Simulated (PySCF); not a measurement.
CH5FO2Si2, SMILES O=C(O)[Si@@H](F)[SiH3]. Atoms are numbered in the order given.

```xyz
11

O      1.4178     1.5376     0.3007
C      1.3117     0.4494    -0.2164
O      2.3627    -0.3198    -0.5264
Si    -0.4411    -0.2061    -0.6275
F     -0.4179    -1.8182    -0.8768
Si    -1.7453     0.3434     1.2210
H      3.1627     0.1668    -0.2563
H     -0.8579     0.4532    -1.8940
H     -3.0909    -0.2898     1.1069
H     -1.8919     1.8243     1.2783
H     -1.0655    -0.1507     2.4518
```

Geometry optimised at ωB97X-D3(BJ)/def2-SVP. The structure was generated by enumeration; whether it is a known compound was not checked. One conformer was computed; it need not be the lowest.

Two levels are set side by side: PBE/pcSseg-1 (PySCF) and PBE0/pcSseg-1 (PySCF). GIAO shifts against CFCl3 (¹⁹F), H2O (¹⁷O), TMS (²⁹Si), TMS (¹H), TMS (¹³C) at the same level; non-relativistic, no solvent, atoms listed together averaged. Differences are taken from unrounded values.

| quantity | PBE |
|---|---|
| δ(¹⁷O) of O1 (ppm) | 493.2 |
| δ(¹³C) of C2 (ppm) | 185.1 |
| δ(¹⁷O) of O3 (ppm) | 257.9 |
| δ(²⁹Si) of Si4 (ppm) | -3.8 |
| δ(¹⁹F) of F5 (ppm) | -238.9 |
| δ(²⁹Si) of Si6 (ppm) | -111.5 |
| δ(¹H) of H7 (ppm) | 6.81 |
| δ(¹H) of H8 (ppm) | 6.02 |

Task: These are the PBE values. What does PBE0 give? (Estimate from the structure and the level; the computed values follow.)

Result: 
```
quantity                PBE0  PBE minus PBE0
--------------------  ------  --------------
δ(¹⁷O) of O1 (ppm)     504.5           -11.3
δ(¹³C) of C2 (ppm)     190.3            -5.2
δ(¹⁷O) of O3 (ppm)     244.7            13.2
δ(²⁹Si) of Si4 (ppm)    -2.3            -1.4
δ(¹⁹F) of F5 (ppm)    -221.4           -17.5
δ(²⁹Si) of Si6 (ppm)  -106.3            -5.2
δ(¹H) of H7 (ppm)       6.92           -0.12
δ(¹H) of H8 (ppm)       5.80            0.22
```

Rough cost on one machine, each run with all the roots and properties that it gave: PBE0 against PBE within a factor of 2.
